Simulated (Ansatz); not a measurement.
`[O]=[W]([F])(=[S])[Cl]` + `[F][Hf]([Cl])([Cl])[Cl]` → `[O]=[W]([F])([F])=[S]` + `[Cl][Hf]([Cl])([Cl])[Cl]`  (redistribution)

Program: Ansatz. Geometries: PBE0-D4/def2-TZVP. ΔE: electronic, gas phase. CCSD(T)/CBS adds triple-zeta CCSD(T) − MP2 to the extrapolated MP2 energy (def2 sets, frozen cores). DFT in def2-TZVPP. Elements past krypton have def2 core potentials. For Hf, W outer-core shells are correlated without core-valence functions, which leaves a few kJ/mol of doubt a bond.

```tsv
level	ΔE (eV)
PBE	0.25
CAM-B3LYP	0.23
```

(1) What does CCSD(T)/CBS give? (An estimate is asked.)

Largest T1 diagnostic among the species: 0.023, so the coupled-cluster value is less sure than usual.

Answers

(1) Computed: +0.27 eV. The listed levels differ from it by -0.02, -0.04 eV.

Leaving LDA and LC-ωPBE aside and taking each functional with its dispersion term where it has one, the values, not all of them listed here, spread over 0.09 eV, from B97M-V to B2PLYP. In def2-TZVPP, CCSD(T) changes the Hartree–Fock value by +0.10 eV (the triples alone add +0.02 eV) and MP2 by +0.21 eV.
